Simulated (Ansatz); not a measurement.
A short molecular-dynamics run on `C[CH](C)[Al]([OH])[OH]`.

```yaml
crystal:
  periodic: [false, false, false]
  atoms:
    - {symbol: C, position_ang: [-0.769179, -0.406138, 1.527328]}
    - {symbol: C, position_ang: [-0.033358, -0.681634, 0.214985]}
    - {symbol: C, position_ang: [1.472746, -0.804487, 0.463174]}
    - {symbol: Al, position_ang: [-0.419675, 0.673111, -1.140312]}
    - {symbol: O, position_ang: [-0.945800, 0.194234, -2.682652]}
    - {symbol: O, position_ang: [-0.192516, 2.302216, -0.715840]}
    - {symbol: H, position_ang: [-0.487682, 0.563627, 1.948254]}
    - {symbol: H, position_ang: [-1.856299, -0.405513, 1.405335]}
    - {symbol: H, position_ang: [-0.527044, -1.167732, 2.278960]}
    - {symbol: H, position_ang: [-0.390438, -1.637054, -0.189369]}
    - {symbol: H, position_ang: [1.896272, 0.133941, 0.834432]}
    - {symbol: H, position_ang: [1.682840, -1.571289, 1.219088]}
    - {symbol: H, position_ang: [2.025168, -1.080902, -0.439835]}
    - {symbol: H, position_ang: [-1.144289, 0.782714, -3.407765]}
    - {symbol: H, position_ang: [-0.332546, 3.054406, -1.286382]}
basis:
  gaussian: {orbitals: "6-31G*"}
hamiltonian: {xc: {name: r2SCAN}, dispersion: d3bjatm}
md: {timestep: 0.5 fs, n_steps: 30, ensemble: nvt_nose_hoover, temperature: 1500, initial_velocities: maxwell_boltzmann, seed: 696}
```

```sh
$ ansatz run in.yaml --threads 2 --pin off --events-out ev --progress --plain --max-ram 32768MiB --backend cpu
```

```json
{"step": "0", "time (fs)": "0.0", "potential energy (eV)": "-13946.2738", "kinetic (eV)": "2.5206", "T (K)": "1500", "conserved (eV)": "-13943.7532"}
{"step": "1", "time (fs)": "0.5", "potential energy (eV)": "-13946.1904", "kinetic (eV)": "2.4397", "T (K)": "1452", "conserved (eV)": "-13943.7507"}
{"step": "2", "time (fs)": "1.0", "potential energy (eV)": "-13945.9868", "kinetic (eV)": "2.2405", "T (K)": "1333", "conserved (eV)": "-13943.7462"}
{"step": "3", "time (fs)": "1.5", "potential energy (eV)": "-13945.7290", "kinetic (eV)": "1.9873", "T (K)": "1183", "conserved (eV)": "-13943.7417"}
{"step": "4", "time (fs)": "2.0", "potential energy (eV)": "-13945.4854", "kinetic (eV)": "1.7466", "T (K)": "1039", "conserved (eV)": "-13943.7388"}
{"step": "5", "time (fs)": "2.5", "potential energy (eV)": "-13945.2999", "kinetic (eV)": "1.5617", "T (K)": "929", "conserved (eV)": "-13943.7384"}
{"step": "6", "time (fs)": "3.0", "potential energy (eV)": "-13945.1813", "kinetic (eV)": "1.4419", "T (K)": "858", "conserved (eV)": "-13943.7396"}
{"step": "7", "time (fs)": "3.5", "potential energy (eV)": "-13945.1123", "kinetic (eV)": "1.3715", "T (K)": "816", "conserved (eV)": "-13943.7411"}
{"step": "8", "time (fs)": "4.0", "potential energy (eV)": "-13945.0698", "kinetic (eV)": "1.3282", "T (K)": "790", "conserved (eV)": "-13943.7420"}
{"step": "9", "time (fs)": "4.5", "potential energy (eV)": "-13945.0388", "kinetic (eV)": "1.2972", "T (K)": "772", "conserved (eV)": "-13943.7422"}
{"step": "10", "time (fs)": "5.0", "potential energy (eV)": "-13945.0148", "kinetic (eV)": "1.2735", "T (K)": "758", "conserved (eV)": "-13943.7421"}
{"step": "11", "time (fs)": "5.5", "potential energy (eV)": "-13944.9977", "kinetic (eV)": "1.2565", "T (K)": "748", "conserved (eV)": "-13943.7422"}
{"step": "12", "time (fs)": "6.0", "potential energy (eV)": "-13944.9851", "kinetic (eV)": "1.2435", "T (K)": "740", "conserved (eV)": "-13943.7428"}
{"step": "13", "time (fs)": "6.5", "potential energy (eV)": "-13944.9694", "kinetic (eV)": "1.2272", "T (K)": "730", "conserved (eV)": "-13943.7437"}
{"step": "14", "time (fs)": "7.0", "potential energy (eV)": "-13944.9409", "kinetic (eV)": "1.1986", "T (K)": "713", "conserved (eV)": "-13943.7441"}
{"step": "15", "time (fs)": "7.5", "potential energy (eV)": "-13944.8973", "kinetic (eV)": "1.1560", "T (K)": "688", "conserved (eV)": "-13943.7433"}
{"step": "16", "time (fs)": "8.0", "potential energy (eV)": "-13944.8539", "kinetic (eV)": "1.1152", "T (K)": "664", "conserved (eV)": "-13943.7412"}
{"step": "17", "time (fs)": "8.5", "potential energy (eV)": "-13944.8464", "kinetic (eV)": "1.1105", "T (K)": "661", "conserved (eV)": "-13943.7387"}
{"step": "18", "time (fs)": "9.0", "potential energy (eV)": "-13944.9131", "kinetic (eV)": "1.1783", "T (K)": "701", "conserved (eV)": "-13943.7380"}
{"step": "19", "time (fs)": "9.5", "potential energy (eV)": "-13945.0637", "kinetic (eV)": "1.3271", "T (K)": "790", "conserved (eV)": "-13943.7404"}
{"step": "20", "time (fs)": "10.0", "potential energy (eV)": "-13945.2623", "kinetic (eV)": "1.5218", "T (K)": "906", "conserved (eV)": "-13943.7447"}
{"step": "21", "time (fs)": "10.5", "potential energy (eV)": "-13945.4421", "kinetic (eV)": "1.6983", "T (K)": "1011", "conserved (eV)": "-13943.7487"}
{"step": "22", "time (fs)": "11.0", "potential energy (eV)": "-13945.5402", "kinetic (eV)": "1.7953", "T (K)": "1068", "conserved (eV)": "-13943.7506"}
{"step": "23", "time (fs)": "11.5", "potential energy (eV)": "-13945.5246", "kinetic (eV)": "1.7813", "T (K)": "1060", "conserved (eV)": "-13943.7499"}
{"step": "24", "time (fs)": "12.0", "potential energy (eV)": "-13945.4032", "kinetic (eV)": "1.6635", "T (K)": "990", "conserved (eV)": "-13943.7471"}
{"step": "25", "time (fs)": "12.5", "potential energy (eV)": "-13945.2167", "kinetic (eV)": "1.4814", "T (K)": "882", "conserved (eV)": "-13943.7434"}
{"step": "26", "time (fs)": "13.0", "potential energy (eV)": "-13945.0198", "kinetic (eV)": "1.2883", "T (K)": "767", "conserved (eV)": "-13943.7404"}
{"step": "27", "time (fs)": "13.5", "potential energy (eV)": "-13944.8581", "kinetic (eV)": "1.1286", "T (K)": "672", "conserved (eV)": "-13943.7390"}
{"step": "28", "time (fs)": "14.0", "potential energy (eV)": "-13944.7539", "kinetic (eV)": "1.0250", "T (K)": "610", "conserved (eV)": "-13943.7390"}
{"step": "29", "time (fs)": "14.5", "potential energy (eV)": "-13944.7073", "kinetic (eV)": "0.9782", "T (K)": "582", "conserved (eV)": "-13943.7398"}
{"step": "30", "time (fs)": "15.0", "potential energy (eV)": "-13944.7062", "kinetic (eV)": "0.9768", "T (K)": "581", "conserved (eV)": "-13943.7406"}
```

Velocities are drawn at the set temperature; a run this short doesn't reach equilibrium.

Frames (Å, forces in eV/Å):

```xyz
15
time=0.0 fs
C    -0.769   -0.406    1.527   -0.037    0.024    0.060
C    -0.033   -0.682    0.215   -0.083    0.057   -0.181
C     1.473   -0.804    0.463    0.071    0.004    0.001
Al   -0.420    0.673   -1.140    0.070   -0.167    0.213
O    -0.946    0.194   -2.683   -0.049   -0.415   -0.068
O    -0.193    2.302   -0.716    0.122    0.073    0.381
H    -0.488    0.564    1.948    0.046    0.134    0.060
H    -1.856   -0.406    1.405   -0.156    0.000   -0.028
H    -0.527   -1.168    2.279    0.035   -0.112    0.125
H    -0.390   -1.637   -0.189   -0.045   -0.165   -0.038
H     1.896    0.134    0.834    0.056    0.133    0.056
H     1.683   -1.571    1.219    0.042   -0.115    0.120
H     2.025   -1.081   -0.440    0.074   -0.039   -0.135
H    -1.144    0.783   -3.408   -0.086    0.258   -0.317
H    -0.333    3.054   -1.286   -0.059    0.331   -0.249
15
time=1.0 fs
C    -0.749   -0.405    1.524   -1.540   -1.816    0.647
C    -0.037   -0.680    0.221    0.203   -0.405   -0.949
C     1.471   -0.804    0.476   -0.345   -1.149   -1.462
Al   -0.428    0.677   -1.150    0.205   -0.405    0.556
O    -0.947    0.198   -2.687    0.186   -1.130    0.796
O    -0.190    2.299   -0.706    0.205   -0.545    0.853
H    -0.530    0.568    1.901    0.595    0.913    0.594
H    -1.877   -0.375    1.381    1.023   -0.417    0.298
H    -0.471   -1.214    2.319   -0.593    1.328   -1.039
H    -0.364   -1.660   -0.220    0.026    0.519    0.394
H     1.912    0.055    0.878    0.636    1.989    0.436
H     1.646   -1.529    1.252    0.172   -0.999    0.366
H     2.035   -1.087   -0.447   -0.242    0.044    0.611
H    -1.147    0.751   -3.412   -0.362    0.974   -1.307
H    -0.322    3.008   -1.309   -0.169    1.097   -0.793
15
time=2.0 fs
C    -0.729   -0.406    1.522   -2.540   -2.574    0.937
C    -0.041   -0.679    0.226    0.578   -0.701   -1.613
C     1.469   -0.804    0.488   -0.608   -1.822   -2.355
Al   -0.436    0.681   -1.159    0.329   -0.601    0.892
O    -0.948    0.201   -2.691    0.215   -1.253    0.901
O    -0.187    2.296   -0.696    0.161   -0.436    0.781
H    -0.566    0.580    1.860    0.944    1.269    0.904
H    -1.888   -0.348    1.359    1.654   -0.788    0.542
H    -0.420   -1.248    2.350   -0.977    2.102   -1.602
H    -0.337   -1.678   -0.246    0.013    0.992    0.740
H     1.933   -0.004    0.926    1.028    3.147    0.665
H     1.610   -1.496    1.289    0.212   -1.618    0.418
H     2.044   -1.093   -0.448   -0.430    0.071    1.120
H    -1.153    0.728   -3.428   -0.433    1.081   -1.543
H    -0.314    2.971   -1.339   -0.146    1.131   -0.788
15
time=3.0 fs
C    -0.712   -0.408    1.520   -3.058   -2.195    1.224
C    -0.044   -0.678    0.230    1.001   -0.777   -2.123
C     1.467   -0.806    0.498   -0.249   -1.484   -1.966
Al   -0.444    0.685   -1.168    0.445   -0.740    1.215
O    -0.949    0.204   -2.695   -0.041   -0.733   -0.004
O    -0.184    2.292   -0.685    0.012    0.278    0.080
H    -0.594    0.605    1.826    1.104    0.891    0.916
H    -1.884   -0.329    1.342    1.822   -1.074    0.707
H    -0.378   -1.263    2.366   -1.181    2.420   -1.786
H    -0.310   -1.686   -0.266   -0.079    1.185    0.947
H     1.964   -0.035    0.980    0.731    2.896    0.287
H     1.577   -1.478    1.329    0.188   -1.763    0.114
H     2.048   -1.098   -0.438   -0.460    0.027    1.313
H    -1.164    0.715   -3.459   -0.221    0.525   -0.778
H    -0.306    2.945   -1.376   -0.013    0.542   -0.146
15
time=4.0 fs
C    -0.697   -0.412    1.520   -3.232   -1.086    1.475
C    -0.047   -0.678    0.232    1.427   -0.621   -2.444
C     1.464   -0.809    0.507    0.497   -0.601   -0.503
Al   -0.452    0.688   -1.177    0.555   -0.824    1.514
O    -0.949    0.206   -2.698   -0.408   -0.060   -1.287
O    -0.181    2.289   -0.674   -0.145    1.042   -0.827
H    -0.611    0.637    1.802    1.169    0.024    0.760
H    -1.862   -0.320    1.332    1.628   -1.258    0.806
H    -0.348   -1.254    2.365   -1.254    2.413   -1.718
H    -0.284   -1.684   -0.276   -0.227    1.092    0.996
H     2.001   -0.039    1.036   -0.096    1.756   -0.549
H     1.545   -1.476    1.370    0.176   -1.476   -0.475
H     2.047   -1.103   -0.417   -0.324   -0.081    1.179
H    -1.176    0.707   -3.496    0.103   -0.193    0.371
H    -0.299    2.923   -1.414    0.130   -0.126    0.703
15
time=5.0 fs
C    -0.684   -0.417    1.520   -3.117    0.250    1.485
C    -0.048   -0.679    0.232    1.821   -0.227   -2.536
C     1.462   -0.812    0.515    1.035    0.159    1.238
Al   -0.460    0.691   -1.185    0.659   -0.875    1.777
O    -0.951    0.208   -2.703   -0.687    0.374   -2.254
O    -0.179    2.286   -0.664   -0.248    1.480   -1.523
H    -0.617    0.670    1.785    1.182   -0.851    0.587
H    -1.825   -0.324    1.330    1.091   -1.327    0.838
H    -0.329   -1.223    2.348   -1.180    2.078   -1.372
H    -0.260   -1.671   -0.277   -0.408    0.717    0.877
H     2.038   -0.025    1.087   -0.913    0.605   -1.323
H     1.515   -1.489    1.407    0.224   -0.976   -1.100
H     2.044   -1.108   -0.384   -0.024   -0.245    0.744
H    -1.187    0.697   -3.530    0.349   -0.659    1.230
H    -0.290    2.901   -1.446    0.215   -0.502    1.332
15
time=6.0 fs
C    -0.674   -0.422    1.522   -2.710    1.648    1.014
C    -0.048   -0.679    0.231    2.146    0.392   -2.373
C     1.460   -0.815    0.524    1.141    0.629    2.700
Al   -0.467    0.694   -1.193    0.749   -0.918    1.988
O    -0.952    0.210   -2.708   -0.791    0.481   -2.606
O    -0.176    2.284   -0.655   -0.290    1.516   -1.831
H    -0.612    0.695    1.773    1.129   -1.448    0.456
H    -1.778   -0.339    1.336    0.159   -1.270    0.784
H    -0.322   -1.172    2.317   -0.865    1.279   -0.581
H    -0.240   -1.652   -0.270   -0.602    0.082    0.596
H     2.066   -0.006    1.125   -1.452   -0.210   -1.781
H     1.488   -1.511    1.433    0.323   -0.464   -1.549
H     2.041   -1.116   -0.344    0.394   -0.444    0.104
H    -1.195    0.681   -3.553    0.434   -0.768    1.525
H    -0.280    2.875   -1.465    0.234   -0.504    1.555
15
time=7.0 fs
C    -0.666   -0.426    1.525   -2.118    3.224   -0.171
C    -0.046   -0.680    0.227    2.357    1.130   -1.989
C     1.460   -0.818    0.536    0.977    0.858    3.585
Al   -0.475    0.696   -1.199    0.821   -0.976    2.138
O    -0.954    0.212   -2.716   -0.693    0.292   -2.268
O    -0.173    2.283   -0.647   -0.282    1.189   -1.702
H    -0.596    0.706    1.766    0.987   -1.699    0.367
H    -1.729   -0.367    1.349   -1.144   -1.104    0.633
H    -0.322   -1.109    2.282   -0.173   -0.140    0.870
H    -0.226   -1.631   -0.257   -0.783   -0.708    0.207
H     2.080    0.012    1.147   -1.711   -0.698   -1.931
H     1.463   -1.537    1.444    0.436   -0.048   -1.731
H     2.041   -1.128   -0.303    0.788   -0.613   -0.522
H    -1.199    0.658   -3.562    0.338   -0.545    1.191
H    -0.267    2.843   -1.470    0.200   -0.164    1.323
15
time=8.0 fs
C    -0.660   -0.427    1.527   -1.633    4.769   -1.900
C    -0.042   -0.679    0.222    2.406    1.713   -1.525
C     1.460   -0.820    0.550    0.829    0.838    3.642
Al   -0.482    0.698   -1.205    0.872   -1.050    2.220
O    -0.956    0.215   -2.724   -0.396   -0.139   -1.255
O    -0.171    2.283   -0.639   -0.241    0.577   -1.142
H    -0.571    0.701    1.762    0.753   -1.599    0.308
H    -1.692   -0.405    1.368   -2.439   -0.893    0.444
H    -0.325   -1.047    2.255    0.825   -1.899    2.755
H    -0.219   -1.618   -0.242   -0.903   -1.379   -0.148
H     2.078    0.023    1.150   -1.740   -0.916   -1.831
H     1.442   -1.564    1.440    0.523    0.227   -1.627
H     2.049   -1.146   -0.267    0.949   -0.642   -0.843
H    -1.200    0.630   -3.559    0.061   -0.049    0.249
H    -0.253    2.810   -1.462    0.133    0.444    0.652
15
time=9.0 fs
C    -0.656   -0.424    1.528   -1.438    5.106   -2.925
C    -0.037   -0.677    0.215    2.256    1.772   -1.181
C     1.461   -0.822    0.567    0.835    0.505    2.743
Al   -0.488    0.700   -1.211    0.903   -1.123    2.231
O    -0.959    0.217   -2.733    0.013   -0.654    0.130
O    -0.169    2.283   -0.633   -0.199   -0.152   -0.322
H    -0.538    0.681    1.762    0.454   -1.113    0.287
H    -1.677   -0.452    1.391   -2.930   -0.679    0.345
H    -0.319   -1.003    2.254    1.474   -2.816    3.724
H    -0.221   -1.617   -0.229   -0.903   -1.570   -0.293
H     2.060    0.025    1.136   -1.537   -0.853   -1.489
H     1.427   -1.589    1.419    0.564    0.334   -1.244
H     2.066   -1.171   -0.239    0.755   -0.451   -0.721
H    -1.201    0.601   -3.555   -0.314    0.542   -1.012
H    -0.237    2.782   -1.448    0.068    1.152   -0.273
15
time=10.0 fs
C    -0.652   -0.417    1.526   -1.483    3.317   -2.096
C    -0.029   -0.674    0.207    1.900    1.162   -1.034
C     1.463   -0.823    0.586    0.843   -0.179    1.040
Al   -0.494    0.701   -1.215    0.920   -1.161    2.174
O    -0.962    0.219   -2.743    0.295   -0.915    1.076
O    -0.167    2.283   -0.627   -0.195   -0.684    0.286
H    -0.501    0.651    1.764    0.153   -0.215    0.335
H    -1.689   -0.506    1.418   -2.138   -0.371    0.368
H    -0.300   -0.985    2.287    1.151   -2.102    2.601
H    -0.231   -1.631   -0.218   -0.751   -1.130   -0.181
H     2.027    0.019    1.108   -1.045   -0.406   -0.875
H     1.417   -1.611    1.387    0.551    0.254   -0.616
H     2.089   -1.199   -0.217    0.310   -0.078   -0.315
H    -1.204    0.577   -3.559   -0.556    0.870   -1.802
H    -0.220    2.764   -1.437    0.045    1.638   -0.960
15
time=11.0 fs
C    -0.650   -0.407    1.523   -1.777    0.448   -0.373
C    -0.020   -0.669    0.199    1.384    0.136   -0.954
C     1.465   -0.824    0.606    0.595   -1.215   -1.096
Al   -0.500    0.702   -1.219    0.928   -1.141    2.055
O    -0.964    0.221   -2.751    0.227   -0.694    0.847
O    -0.165    2.282   -0.620   -0.240   -0.722    0.170
H    -0.463    0.619    1.769   -0.077    0.932    0.468
H    -1.722   -0.563    1.449   -0.585    0.111    0.389
H    -0.270   -0.987    2.345    0.309   -0.740    0.461
H    -0.248   -1.656   -0.208   -0.482   -0.296    0.052
H     1.984    0.010    1.072   -0.234    0.529    0.007
H     1.412   -1.631    1.349    0.491    0.009    0.171
H     2.116   -1.228   -0.198   -0.165    0.354    0.098
H    -1.212    0.562   -3.581   -0.448    0.690   -1.408
H    -0.203    2.762   -1.434    0.074    1.598   -0.886
15
time=12.0 fs
C    -0.649   -0.397    1.520   -2.120   -1.903    0.954
C    -0.010   -0.665    0.190    0.786   -0.906   -0.779
C     1.468   -0.826    0.625    0.115   -2.401   -3.107
Al   -0.506    0.703   -1.222    0.932   -1.064    1.883
O    -0.966    0.222   -2.759   -0.100   -0.201   -0.225
O    -0.163    2.281   -0.613   -0.289   -0.311   -0.615
H    -0.425    0.595    1.779   -0.243    1.837    0.605
H    -1.760   -0.619    1.483    0.857    0.670    0.311
H    -0.237   -0.996    2.407   -0.382    0.244   -1.231
H    -0.270   -1.684   -0.199   -0.173    0.545    0.239
H     1.939    0.007    1.036    0.696    1.752    0.946
H     1.412   -1.650    1.313    0.405   -0.288    0.951
H     2.141   -1.253   -0.179   -0.509    0.729    0.343
H    -1.225    0.553   -3.615   -0.082    0.220   -0.166
H    -0.185    2.775   -1.440    0.107    1.077   -0.109
15
time=13.0 fs
C    -0.649   -0.389    1.517   -2.154   -2.923    1.753
C     0.001   -0.661    0.180    0.182   -1.701   -0.459
C     1.470   -0.830    0.642   -0.148   -3.040   -4.291
Al   -0.511    0.703   -1.224    0.934   -0.958    1.666
O    -0.969    0.223   -2.768   -0.415    0.215   -1.233
O    -0.162    2.280   -0.607   -0.302    0.228   -1.524
H    -0.389    0.589    1.795   -0.466    1.955    0.581
H    -1.791   -0.668    1.520    1.778    1.150    0.147
H    -0.208   -1.004    2.458   -0.769    0.725   -2.175
H    -0.294   -1.706   -0.187    0.107    1.150    0.306
H     1.901    0.019    1.008    1.227    2.420    1.490
H     1.415   -1.673    1.286    0.314   -0.433    1.517
H     2.162   -1.272   -0.156   -0.667    0.983    0.379
H    -1.238    0.546   -3.651    0.276   -0.177    1.028
H    -0.167    2.798   -1.446    0.101    0.407    0.814
15
time=14.0 fs
C    -0.652   -0.383    1.516   -1.746   -2.712    2.302
C     0.012   -0.659    0.170   -0.361   -2.157   -0.025
C     1.473   -0.836    0.655    0.100   -2.492   -4.303
Al   -0.516    0.703   -1.225    0.938   -0.852    1.420
O    -0.971    0.224   -2.777   -0.556    0.413   -1.653
O    -0.160    2.279   -0.602   -0.279    0.624   -2.129
H    -0.358    0.601    1.816   -0.821    1.270    0.327
H    -1.804   -0.707    1.558    2.173    1.478   -0.058
H    -0.186   -1.004    2.489   -0.936    0.893   -2.591
H    -0.317   -1.718   -0.172    0.320    1.440    0.258
H     1.873    0.054    0.995    1.050    1.735    1.398
H     1.422   -1.699    1.273    0.236   -0.259    1.730
H     2.176   -1.282   -0.130   -0.639    1.090    0.231
H    -1.249    0.537   -3.677    0.466   -0.345    1.657
H    -0.147    2.825   -1.445    0.057   -0.126    1.438
15
time=15.0 fs
C    -0.656   -0.379    1.517   -1.016   -1.891    2.672
C     0.022   -0.658    0.160   -0.790   -2.258    0.478
C     1.476   -0.845    0.665    0.500   -1.198   -3.500
Al   -0.521    0.702   -1.227    0.947   -0.764    1.160
O    -0.974    0.226   -2.787   -0.481    0.397   -1.359
O    -0.159    2.279   -0.598   -0.248    0.756   -2.295
H    -0.335    0.625    1.840   -1.210    0.287   -0.050
H    -1.797   -0.731    1.596    2.118    1.633   -0.266
H    -0.172   -0.996    2.495   -0.958    0.887   -2.676
H    -0.337   -1.716   -0.155    0.444    1.416    0.123
H     1.856    0.105    0.994    0.517    0.145    0.966
H     1.431   -1.727    1.276    0.172    0.220    1.595
H     2.184   -1.281   -0.102   -0.439    1.043   -0.061
H    -1.255    0.526   -3.688    0.445   -0.280    1.597
H    -0.127    2.851   -1.430    0.000   -0.394    1.616
```

It took 120 s on 2 threads of an AMD EPYC 7R13 on a shared host, with 0.23 GiB of host memory at the peak.
